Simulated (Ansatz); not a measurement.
`[F][Zr]([O][SiH3])([O][SiH3])[O][SiH3]`, relaxed with RKS PBE0-D4/def2-TZVP in Ansatz from a PBE-D4/def2-SVP geometry. The force threshold is 0.005 eV/Å; the program also tests the step.

Charge 0, multiplicity 1. Zr: def2 effective core potential.

Start:

```xyz
17

F    -2.410    0.123    1.613
Zr   -0.808    0.045    0.548
O    -1.141   -1.029   -1.046
Si   -1.400   -1.947   -2.427
O     0.627   -0.768    1.589
Si    1.886   -1.473    2.446
O    -0.291    1.849    0.017
Si    0.182    3.383   -0.471
H    -2.817   -2.453   -2.442
H    -1.158   -1.103   -3.649
H    -0.453   -3.116   -2.442
H     2.418   -0.498    3.460
H     1.391   -2.704    3.156
H     2.995   -1.853    1.501
H     1.193    3.275   -1.581
H     0.802    4.116    0.687
H    -1.015    4.154   -0.958
```

Q: How much energy does the relaxation release, and in how many steps? (An estimate is asked.)

A: The calculation gave: 11.69 kJ/mol, in 11 steps, 1 of them rejected.

Q: Which bonds change most? (Best estimate.)

A: The calculation gave: O5–Si6 from 1.679 to 1.639 Å; O7–Si8 from 1.679 to 1.639 Å; O3–Si4 from 1.678 to 1.638 Å; Si6–H14 from 1.506 to 1.486 Å.

Q: Give the relaxed structure. (Estimate.)

A: The calculation gave: 
```xyz
17

F    -2.418    0.129    1.627
Zr   -0.832    0.045    0.561
O    -1.165   -1.021   -1.019
Si   -1.366   -1.909   -2.381
O     0.599   -0.762    1.583
Si    1.854   -1.440    2.390
O    -0.310    1.830    0.027
Si    0.187    3.313   -0.463
H    -2.755   -2.430   -2.439
H    -1.111   -1.059   -3.574
H    -0.413   -3.049   -2.380
H     2.390   -0.475    3.385
H     1.393   -2.666    3.093
H     2.929   -1.801    1.430
H     1.184    3.170   -1.556
H     0.810    4.034    0.676
H    -0.977    4.092   -0.961
```
